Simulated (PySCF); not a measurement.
# Structure from NMR data

An unknown has the formula C2H14Si4. Its calculated NMR data are:

¹H NMR (400 MHz, computed): δ 4.21 (m, 2H), 3.44 (d, 6H), 0.20 (d, 6H).

¹³C{¹H} NMR (computed): δ -7.0 (CH3, 2C).

Level of theory: GIAO PBE0/pcSseg-1 shieldings, geometry from GFN2-xTB, in PySCF 2.14.0 with density-fitted response routines (non-relativistic, no solvent, averaged over atoms made equivalent by symmetry, fast rotation or ring inversion, single conformer).

δ = σ(ref) − σ, references computed at the same level: ¹H, ¹³C against TMS.

What is the structure?

Answers


The formula gives 0 degrees of unsaturation. 1 carbon signal for 2 carbons: some carbons are equivalent by symmetry or fast rotation. Carbon types of the structure: 2 × CH3, leaving 8 H on heteroatoms. δC -7.0: methyl carbon bonded to Si; an electropositive neighbour leaves it electron-rich and shielded. δH 4.21: hydrogen on a silicon bonded to C, 2 Si. δH 3.44: hydrogen on a silicon bonded to Si. δH 0.20: hydrogen on a methyl carbon bonded to Si; an electropositive neighbour shields it, as in TMS itself.

Structure: `C[Si@@H]([SiH3])[Si@@H](C)[SiH3]`.

The data come from this structure; uniqueness wasn't tested.

Shifts are as computed. Against solution values, carbons near 30 ppm lie about +3 ppm off and those near 130 ppm about +5 ppm. Of 1211 compounds with measured shifts, 218 miss one by over three times the rms of a fit or turn the order of signals round; such compounds aren't used in these exercises. No couplings were computed; multiplicities are counted from neighbouring protons, with m where these are inequivalent, close in shift, in a saturated or five-membered ring or joined by F or P, and br s for small geminal =CH2 splittings.
